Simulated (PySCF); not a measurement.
**Os²⁺: excitation energy**

Os²⁺ [Xe] 4f14 5d6 (5D) → Os²⁺ [Xe] 4f14 5d5 6p1 (7P), as a difference of total energies. Calculation: PySCF 2.14, in aug-cc-pwCVDZ-PP with ECP60MDF; scalar relativity through the core potential. Correlated levels: valence and next inner shell: nothing frozen outside the core potential. The calculations carry no spin-orbit coupling.

| method | excitation energy (eV) |
| --- | --- |
| UHF | 6.770 |
| MP2 (valence and next inner shell) | 7.169 |
| SCS-MP2 (valence and next inner shell) | 7.453 |
| CCSD (valence and next inner shell) | 7.271 |
| CCSD(T) (valence and next inner shell) | 7.319 |

Q: How much does correlation contribute at CCSD(T) (valence and next inner shell)?

A: 7.319 − (6.770) = 0.549 eV, measured against UHF.
